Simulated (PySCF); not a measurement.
## Electron correlation in Cu (copper, neutral)

[Ar] 3d9 4s1 5s1, high-spin 4D determinant (an excited configuration). Calculation: PySCF 2.14, in x2c-TZVPPall with one added diffuse shell each of s, p, d, f type (7s6p5d3f1g, 80 functions); scalar relativity by spin-free X2C-1e. Frozen: [Ar]; 11 electrons correlated.

```csv
level,correlation energy (mhartree)
CCSD,-337.99
(T),-9.77
CCSD(T),-347.76
```

Diagnostics: T1 = 0.015, D1 = 0.0548, largest double amplitude 0.055.

The outer electron is Rydberg-like, and this basis confines it to a smaller radius and binds it less than a complete one would.

Cost of the coupled-cluster step: of the order of 27 core-seconds, for 11 correlated electrons.

Iterations:

```
CC2 = 0
CCSD nocc = (np.int64(7), np.int64(4)), nmo = (71, 71)
frozen orbitals [[0, 1, 2, 3, 4, 5, 6, 7, 8], [0, 1, 2, 3, 4, 5, 6, 7, 8]]
max_cycle = 100
direct = 0
conv_tol = 1e-08
conv_tol_normt = 1e-06
diis_space = 8
diis_start_cycle = 0
Init t2, MP2 energy = -0.361511149334673
Init E_corr(UCCSD) = -0.361511149365713
cycle = 1  E_corr(UCCSD) = -0.328218909479508  dE = 0.0332922399  norm(t1,t2) = 0.0732114
cycle = 2  E_corr(UCCSD) = -0.339017019132231  dE = -0.0107981097  norm(t1,t2) = 0.0289133
cycle = 3  E_corr(UCCSD) = -0.337209548652392  dE = 0.00180747048  norm(t1,t2) = 0.0152195
cycle = 4  E_corr(UCCSD) = -0.337865796564049  dE = -0.000656247912  norm(t1,t2) = 0.006671
cycle = 5  E_corr(UCCSD) = -0.338031531241148  dE = -0.000165734677  norm(t1,t2) = 0.00110117
cycle = 6  E_corr(UCCSD) = -0.337999864098521  dE = 3.16671426e-05  norm(t1,t2) = 0.00047176
cycle = 7  E_corr(UCCSD) = -0.3379835815681  dE = 1.62825304e-05  norm(t1,t2) = 0.000167604
cycle = 8  E_corr(UCCSD) = -0.33798960425376  dE = -6.02268566e-06  norm(t1,t2) = 9.93589e-05
cycle = 9  E_corr(UCCSD) = -0.337992384252366  dE = -2.77999861e-06  norm(t1,t2) = 5.40078e-05
cycle = 10  E_corr(UCCSD) = -0.337991815583577  dE = 5.68668789e-07  norm(t1,t2) = 6.46878e-05
cycle = 11  E_corr(UCCSD) = -0.337989805671793  dE = 2.00991178e-06  norm(t1,t2) = 6.72831e-05
cycle = 12  E_corr(UCCSD) = -0.337991370385466  dE = -1.56471367e-06  norm(t1,t2) = 2.60952e-05
cycle = 13  E_corr(UCCSD) = -0.337991264727472  dE = 1.05657994e-07  norm(t1,t2) = 1.70005e-05
cycle = 14  E_corr(UCCSD) = -0.337991269224625  dE = -4.49715321e-09  norm(t1,t2) = 2.46169e-05
cycle = 15  E_corr(UCCSD) = -0.337991077358329  dE = 1.91866296e-07  norm(t1,t2) = 1.57922e-05
cycle = 16  E_corr(UCCSD) = -0.337991085006868  dE = -7.64853886e-09  norm(t1,t2) = 6.60152e-06
cycle = 17  E_corr(UCCSD) = -0.337991034272901  dE = 5.07339667e-08  norm(t1,t2) = 3.46854e-06
cycle = 18  E_corr(UCCSD) = -0.337991044816286  dE = -1.05433853e-08  norm(t1,t2) = 2.33779e-06
cycle = 19  E_corr(UCCSD) = -0.337991128954209  dE = -8.41379229e-08  norm(t1,t2) = 1.2495e-06
cycle = 20  E_corr(UCCSD) = -0.337991107078199  dE = 2.18760099e-08  norm(t1,t2) = 4.48297e-07
cycle = 21  E_corr(UCCSD) = -0.337991119592473  dE = -1.25142741e-08  norm(t1,t2) = 2.62071e-07
cycle = 22  E_corr(UCCSD) = -0.337991119180039  dE = 4.12434698e-10  norm(t1,t2) = 2.81534e-07
UCCSD converged
E(UCCSD) = -1653.294941402007  E_corr = -0.3379911191800387
UCCSD(T) correction = -0.00977348723877685
```
